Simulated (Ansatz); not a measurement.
Other settings, tried on the cluster Ge2H3 (the lowest doublet isomer of a short search).

```yaml
crystal:
  periodic: [false, false, false]
  atoms:
    - {symbol: Ge, position_ang: [0.238233, -0.050794, 0.599615]}
    - {symbol: Ge, position_ang: [-1.112439, -0.818028, -1.232121]}
    - {symbol: H, position_ang: [0.351201, -0.793312, 1.950849]}
    - {symbol: H, position_ang: [-0.616878, 0.461716, -2.041622]}
    - {symbol: H, position_ang: [1.139893, 1.200418, 0.723278]}
basis:
  gaussian: {orbitals: ANO-RCC-VTZP}
magnetization: {spin_polarized: false, initial_magnetization: 1}
hamiltonian: {xc: {name: SPW92}}
scf: {omitted_lower_state_checks: [starts]}
output: {forces: true}
```

```sh
$ ansatz run in.yaml --threads 2 --pin off --events-out ev --progress --plain --max-ram 4352MiB
```

Shortened log:

```
Functional definition: SPW92
1067 factors; their error is unknown
mean field evaluation 1: about -114090.3651 eV, gradient 2.8e1 eV
mean field evaluation 2: about -114090.4139 eV, gradient 3.7e1 eV
mean field evaluation 4: about -114091.4268 eV, gradient 4.2e0 eV
mean field evaluation 8: about -114091.4711 eV, gradient 4.0e-2 eV
mean field evaluation 16: about -114091.4417 eV, gradient 4.9e-5 eV
mean field -114091.44166911 eV, -4192.7831473829 hartree, gradient 4.9e-5 eV, S^2 0.750000; 0 other end points of the search recorded, 0 dependent functions left out
reference -114091.44172245 eV, -4192.7831493432 hartree; 34, 33 occupied and 94, 95 virtual orbitals, 1067 factors
Total energy: -114091.44172245 eV, -4192.7831493432 hartree
Relativity: scalar
Atom 0 at     0.238233    -0.050794     0.599615 Å, force    -0.113181    -0.036495    -0.194875 eV/Å
Atom 1 at    -1.112439    -0.818028    -1.232121 Å, force     0.069665    -0.009461     0.167210 eV/Å
Atom 2 at     0.351201    -0.793312     1.950849 Å, force     0.004244     0.008898    -0.003798 eV/Å
Atom 3 at    -0.616878     0.461716    -2.041622 Å, force     0.039266     0.047624     0.015755 eV/Å
Atom 4 at     1.139893     1.200418     0.723278 Å, force     0.000007    -0.010567     0.015708 eV/Å
Dipole moment:     0.064318     0.026290     0.102468 e Å
Checks for a lower state left out: starts
```

It took 3.7 s on 2 threads of Arm Neoverse V2 on a shared host.

DK, ANO-RCC and x2c sets are all-electron and run with scalar relativity unless a key says otherwise.

With spin_polarized false and unpaired electrons the run is restricted open-shell.
